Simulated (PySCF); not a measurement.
**Correlation energy of Hg²⁺ (mercury, charge +2)**

[Xe] 4f14 5d9 6s1, high-spin 3D determinant (an excited configuration). Calculation: PySCF 2.14, in ANO-RCC-VTZP; scalar relativity by spin-free X2C-1e. Frozen: [Kr] 4d10 4f14; 18 electrons correlated.

```json
{"level": "CCSD", "correlation energy (mhartree)": "-485.83"}
{"level": "(T)", "correlation energy (mhartree)": "-11.57"}
{"level": "CCSD(T)", "correlation energy (mhartree)": "-497.40"}
```

Diagnostics: T1 = 0.0065, D1 = 0.0224, largest double amplitude 0.018.

Spin-orbit coupling, absent here, splits the open shell strongly.

Cost of the coupled-cluster step: about 20 core-seconds, for 18 correlated electrons.
